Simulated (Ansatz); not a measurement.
Frontier orbitals of `[OH][GeH]([Cl])[GeH3]`.

```xyz
9

O     1.784    1.232    0.193
Ge    0.899   -0.160   -0.456
Cl    0.489    0.230   -2.550
Ge   -1.259   -0.471    0.614
H     1.302    2.058    0.099
H     1.911   -1.311   -0.394
H    -2.043    0.844    0.496
H    -2.021   -1.597   -0.095
H    -1.062   -0.824    2.095
```

Total charge 0; spin multiplicity 1. Correlated methods include outer-core shells of Ge, which these sets cover unevenly. Scalar relativity is left out up to krypton. The structure was optimised at the PBE0-D4/def2-TZVP level. It is one conformer, not always the lowest. Basis def2-TZVPP, Ansatz 0.2.0.

| functional | HOMO (eV) | LUMO (eV) | gap (eV) |
| --- | --- | --- | --- |
| PBE | -6.80 | -1.28 | 5.52 |
| PBE0 | -8.04 | -0.37 | 7.67 |
| r2SCAN0 | -8.24 | -0.22 | 8.02 |
| HSE06 (plane-wave form) | -7.65 | -0.74 | 6.91 |
| LC-ωPBE | -10.59 | 1.83 | 12.42 |
| ωB97X-V | -10.27 | 1.69 | 11.96 |
| ωB97M-V | -10.09 | 1.45 | 11.54 |

From PBE to PBE0 the HOMO moves by −1.24 eV and the LUMO by +0.92 eV, and with ωB97M-V by −3.29 and +2.74 eV, so the gap grows from 5.52 to 11.55 eV with exact exchange. A positive LUMO is unbound and depends on the basis.

LC-ωPBE has ω = 0.4 bohr⁻¹.
